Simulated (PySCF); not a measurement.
KC: one state, many levels of theory

State: ⁴Σ⁻ (quartet), unpaired electrons σ ↑, π ↑↑. Set-up: PySCF, no relativity, basis sets K pcseg-1, C pcseg-1. De refers to K + C in their high-spin ground configurations, without counterpoise correction. The functionals are run spin-unrestricted. A positive dipole means K(−)C(+).

```tsv
Level	Re (Å)	ωe (cm⁻¹)	De (eV)	μ (D)	CPU s a point (SCF and correlation, without the integrals)
UHF	2.605	361	1.45	-10.26	0.061
UHF-MP2	2.581	357	1.82	n/a	0.096
UHF-SCS-MP2	2.583	358	1.62	n/a	n/a
UHF-CCSD	2.586	354	1.71	n/a	n/a
UHF-CCSD(T)	2.586	353	1.73	n/a	1.5
PBE	2.530	348	2.28	-7.93	0.4
r²SCAN	2.533	364	2.37	-8.89	0.58
M06-L	2.531	380	2.72	-9.39	0.66
r²SCANh	2.532	367	2.32	-9.06	0.59
PBE0	2.524	364	2.18	-8.84	0.6
B97-3	2.538	363	2.14	-9.29	0.33
ωB97X	2.525	379	2.28	-9.49	0.46
```

(1) Which functional lies closest to UHF-CCSD(T) in De, which farthest, and by how much do they differ from it?

(2) What does a quarter of exact exchange do here, going from PBE to PBE0?

(3) What does the step from GGA to meta-GGA do here, going from PBE to r²SCAN?

Correlated steps freeze 6 core orbitals. Correlated levels converge slowly with the basis: in double zeta they bind strong bonds too weakly, by up to about 1 eV, and carry superposition errors of some tenths. The state was picked by a PBE0 search and need not be the measured ground state.

The whole job (state search and all levels along the bond) took about 1.3 min on 1 thread of Arm Neoverse V1 (shared host), peak memory 0.45 GiB.

## Answers

(1) Closest is B97-3 (-4.8 pm in Re, +2.8 % in ωe, +0.41 eV in De against UHF-CCSD(T) in the same basis), farthest M06-L (-5.5 pm in Re, +7.6 % in ωe, +0.99 eV in De). CCSD(T) converges more slowly with the basis than the functionals do and binds too weakly in this one, so the order can change at the basis-set limit.

(2) PBE0 less PBE: -0.6 pm in Re, +4.6 % in ωe, -0.10 eV in De. Exact exchange removes part of the self-interaction that spreads semilocal densities, and in most molecules shortens and stiffens the bond and lowers De; so it does here.

(3) r²SCAN less PBE: +0.3 pm in Re, +4.6 % in ωe, +0.09 eV in De.
